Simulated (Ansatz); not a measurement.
`N#[C][Sn]([Cl])([C]#N)[C]#N` + H₂ → `N#[C][SnH]([C]#N)[C]#N` + HCl at 298.15 K and 1 bar (hydrogenolysis of the Sn–Cl bond).

Calculated with Ansatz (gas phase, PBE0-D4/def2-TZVP geometries, no zero-point term in ΔE). CBS: MP2 limit from def2 TZ/QZ plus the TZ coupled-cluster correction, frozen cores. This one scheme is used for every species. def2 core potentials past Kr. For Sn outer-core shells are correlated without core-valence functions, which leaves a few kJ/mol of doubt a bond.

```
                      species  CCSD(T)/CBS energy (Eh)  H − E (kJ/mol)  S (J/(mol·K))
`N#[C][Sn]([Cl])([C]#N)[C]#N`               -952.04997            94.9          428.1
                           H₂                 -1.17544            35.1          130.4
     `N#[C][SnH]([C]#N)[C]#N`               -492.82581           106.6          393.0
                          HCl               -460.38127            26.6          186.8
```

H − E and S are ideal-gas, rigid-rotor, harmonic terms from PBE0-D4/def2-TZVP. For small species the MP2-based limit differs from directly extrapolated CCSD(T) by up to some mEh (0.8 for H₂); such offsets cancel only in part. 1 Eh = 2625.50 kJ/mol, R = 8.31446 J/(mol·K).

Q: By hand: ΔE, ΔH, ΔS and ΔG.

A: ΔE = (-492.82581) + (-460.38127) − (-952.04997) − (-1.17544) = 0.01833 Eh = 48.1 kJ/mol. Δ(H − E) = 106.6 + 26.6 − 94.9 − 35.1 = 3.2, so ΔH = 51.3 kJ/mol. ΔS = 393.0 + 186.8 − 428.1 − 130.4 = 21.3 J/(mol·K). ΔG = 51.3 − 298.15 × (21.3)/1000 = 44.9 kJ/mol.

Q: By hand: the equilibrium constant, and the temperature at which ΔG would vanish if ΔH and ΔS stayed fixed.

A: log₁₀ K = −ΔG/(RT ln 10) = -7.9. ΔG = 0 at ΔH/ΔS = 2408 K.

ΔH outweighs TΔS. A doubt of 5 kJ/mol in ΔE shifts log₁₀ K by 0.9 here. These are equilibria of isolated gas molecules and say nothing of rates. Largest T1 diagnostic: 0.015 (customary marks: 0.02 for closed shells, 0.045 for open ones).
